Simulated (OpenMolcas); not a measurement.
## Co3+: effect of the IPEA shift

```yaml
Program: OpenMolcas 26.06
Basis: ANO-RCC-VQZP [7s6p4d3f2g1h]
Scalar_Hamiltonian: DKH2, point nucleus
Active_space: 6 electrons in 5 orbitals (3d)
State_averaging: 2S+1 = 5 even, 5 roots; 2S+1 = 3 even, 45 roots; 2S+1 = 1 even, 50 roots
Spin-orbit_coupling: RASSI with atomic mean-field integrals over the reference wave functions, term energies averaged over their components
```

Methods on the same reference wave functions:
A. CASSCF
B. MS-CASPT2, IPEA 0 Eh, imaginary shift 0.1 Eh (closed shells correlated: 3s 3p)
C. MS-CASPT2, IPEA 0.25 Eh, imaginary shift 0.1 Eh (closed shells correlated: 3s 3p)

Energies in eV above 3d⁶ ⁵D₄, the measured ground level; measured values from Sugar and Corliss, J. Phys. Chem. Ref. Data 10, 1097 (1981).

```csv
Level,A,B,C,Measured
3d⁶ ⁵D₄,0.0000,0.0000,0.0000,0.0000
3d⁶ ⁵D₃,0.0762,0.0768,0.0767,0.0792
3d⁶ ⁵D₂,0.1299,0.1298,0.1298,0.1336
3d⁶ ⁵D₁,0.1645,0.1638,0.1639,
3d⁶ ⁵D₀,0.1815,0.1804,0.1805,0.1852
3d⁶ ³H₆,3.2592,2.903,2.972,2.9359
3d⁶ ³H₅,3.2984,2.940,3.009,2.9796
3d⁶ ³H₄,3.3272,2.964,3.034,3.0093
3d⁶ ³P₂(1),3.5623,2.736,2.839,2.8372
3d⁶ ³F₄(1),3.7297,3.082,3.178,3.1487
3d⁶ ³F₃(1),3.7726,3.119,3.217,3.1908
3d⁶ ³P₁(1),3.7851,2.959,3.062,3.0660
3d⁶ ³F₂(1),3.8047,3.146,3.245,3.2197
3d⁶ ³P₀(1),3.8772,3.050,3.153,3.1552
3d⁶ ³G₅,4.1118,3.568,3.643,3.5982
3d⁶ ³G₄,4.1837,3.634,3.710,3.6690
3d⁶ ³G₃,4.2149,3.664,3.740,3.7031
3d⁶ ¹I₆,4.9110,4.484,4.524,4.4563
3d⁶ ¹G₄(1),5.1878,4.590,4.641,4.5481
3d⁶ ³D₁,5.3137,4.475,4.569,
3d⁶ ³D₂,5.3176,4.476,4.570,
3d⁶ ³D₃,5.3390,4.500,4.594,4.5322
3d⁶ ¹S₀(1),6.0248,5.101,5.206,5.1381
3d⁶ ¹D₂(1),6.4397,5.336,5.386,5.2497
```

Deviations, from unrounded energies. A percentage is the sum of absolute deviations over the sum of measured energies, with the sign that they share, or ± where signs differ.

| Against measurement | Levels | A | B | C |
| --- | --- | --- | --- | --- |
| mean absolute deviation (cm-1) | 20 | 4200 | 400 | 300 |
| fine structure of the ground term (%) | 3 | -2.6 | -2.8 | -2.8 |
| other terms of the ground configuration (%) | 17 | +16.6 | ±1.6 | ±1.2 |

C lies closest to measurement on these levels and A furthest from it. The largest miss of C in the table is 3d⁶ ¹D₂(1), by +1100 cm-1. The ranking rests on the paired levels alone, and a cruder setting can come out closer through cancelling errors.

Between B and C the level of the table that moves most is 3d⁶ ¹S₀(1), by 850 cm-1 (lowest in B, highest in C). Moves below CASPT2's spread within the term are not significant.

The mean deviations of B to C differ by less than CASPT2's widest spread within a term (1200 cm-1), so their order carries little weight.

From A to B the spin-free energies of the other terms of 3d⁶ shown, above ⁵D, scale by factors of 0.77 to 0.91, as is usual when dynamic correlation screens the repulsion within a d or f shell.

The lowest spin-free term lies below A's lowest term by 0.516 hartree in B, 0.508 hartree in C.

Term energies are means over components that CASPT2 splits; among the terms shown or strongly mixed into the levels shown the widest spread is 1200 cm-1 (3d⁶ ¹I, C). The CASPT2 spread within a term exceeds the gap to the next term for 3d⁶ ¹I and 3d⁶ ³D, so the order of their levels is uncertain (figures for B; the like holds for C). Without dynamic correlation excited terms often stand tens of per cent too high (terms of higher spin than the ground term too low), and those without a measured partner can miss by more than the paired ones (holds for A). Computed and measured levels are paired by configuration, term and J; levels that our copy of the source lacks, or whose pairing is in doubt (as where it misses far off the trend of its configuration), stay unpaired and out of the deviations. Levels of configurations outside the active space are missing. Levels that lie high or do not pair safely by name in every column are left out.

A number in round brackets counts repeated terms of one configuration in the order of the reference energies.
